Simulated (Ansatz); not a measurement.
The same ligand exchange along the group F, Cl, Br.

Calculated with Ansatz (gas phase, PBE0-D4/def2-TZVP geometries, no zero-point term in ΔE). CCSD(T)/CBS adds triple-zeta CCSD(T) − MP2 to the extrapolated MP2 energy (def2 sets, frozen cores). This one scheme is used for every species. DFT in def2-TZVPP. For Br outer-core shells are correlated without core-valence functions, which leaves a few kJ/mol of doubt a bond. Scalar relativity is left out up to krypton. Each species was taken in one conformer, which may not be the lowest.

| reaction | PBE-D4 (kJ/mol) | B2PLYP (kJ/mol) | revPBE-D4 (kJ/mol) | MP2/CBS(def2) (kJ/mol) | CCSD(T)/CBS(def2) (kJ/mol) |
| --- | --- | --- | --- | --- | --- |
| `[NH2][Al]([F])[F]` + H–F → `[F][Al]([F])[F]` + NH₃ | -76 | -83 | -76 | -80 | -80 |
| `[NH2][Al]([Cl])[Cl]` + HCl → `[Cl][Al]([Cl])[Cl]` + NH₃ | -60 | -58 | -60 | -62 | -60 |
| `[NH2][Al]([Br])[Br]` + HBr → `[Br][Al]([Br])[Br]` + NH₃ | -60 | -56 | -60 | -66 | -62 |

Largest T1 diagnostic: 0.013, for `[F][Al]([F])[F]`.
